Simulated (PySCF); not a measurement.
## Electron correlation in Li (lithium, neutral)

[He] 2s1, 2S determinant. All numbers are calculated (PySCF 2.14, scalar relativity by spin-free X2C-1e, in x2c-QZVPPall with one added diffuse shell each of s, p type (7s5p2d1f, 39 functions)). Frozen: nothing; 3 electrons correlated.

```
  level  correlation energy (mhartree)
   CCSD                         -23.37
    (T)                          -0.03
CCSD(T)                         -23.40
  CCSDT                         -23.40
```

Diagnostics: T1 = 0.0029, D1 = 0.0057, largest double amplitude 0.019.

**Question.** Is a single reference adequate?

**Answer.** Yes: T1 lies below 0.03 and no double amplitude reaches 0.07.

This basis was not built for core-valence correlation, so the inner-shell part is incomplete.
